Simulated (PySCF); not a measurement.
C3H3BO2, SMILES B(O)(C#C)C=O. Heavy atoms are numbered as in [CH:1]#[C:2][B:3]([OH:4])[CH:5]=[O:6]. Hydrogens are named by the atom that carries them.

Geometry optimised at PBE0-D3(BJ)/def2-SVP. This is a generated structure with no PubChem entry under its InChIKey; it may be hypothetical. Other conformers were not sampled.

Level of theory: PBE/pcSseg-1 in PySCF.

GIAO shieldings, no solvent; atoms alike by connectivity are averaged. δ = σ(ref) − σ: ¹³C against TMS (σ = 182.0 ppm); ¹¹B against BF3 (σ = 83.9 ppm); ¹⁷O against H2O (σ = 334.3 ppm); ¹H against TMS (σ = 31.49 ppm), references at their B3LYP-D3(BJ)/def2-TZVP geometries, non-relativistic.

| nucleus | atoms | count | δ (ppm) |
|---|---|---|---|
| ¹³C | C5 (CH) | 1 | 235.6 |
| ¹³C | C1 (CH) | 1 | 106.5 |
| ¹³C | C2 | 1 | 91.8 |
| ¹¹B | B3 | 1 | 7.3 |
| ¹⁷O | O6 | 1 | 965.5 |
| ¹⁷O | O4 (OH) | 1 | 211.8 |
| ¹H | H on C5 | 1 | 11.86 |
| ¹H | H on O4 | 1 | 6.93 |
| ¹H | H on C1 | 1 | 3.14 |
